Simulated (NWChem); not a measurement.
CHO2, doublet; SMILES [O]C=O

```xyz
4

O     -0.1621    -1.1599     0.0000
C      0.2131    -0.0221     0.0000
O     -0.1698     1.1585     0.0000
H      1.3757     0.1442     0.0000
```
Atoms are numbered in this order, from 1.

All runs: NWChem. Spin-unrestricted. Geometry: optimised at PBE0/def2-SVP, spin-unrestricted. No stability test was run on the SCF state. Vertical excitations in the gas phase. Excited states of an open shell can be spin-contaminated.

Q: What does the run give for PBE/def2-SVPD, TDA? Quantities: lowest excitation (eV); oscillator strength of that lowest state; lowest empty minus highest occupied level, either spin (eV).

A: 
```yaml
lowest excitation (eV): 1.83
oscillator_strength_of_that_lowest_state: 0.000
lowest empty minus highest occupied level, either spin (eV): 1.34
```
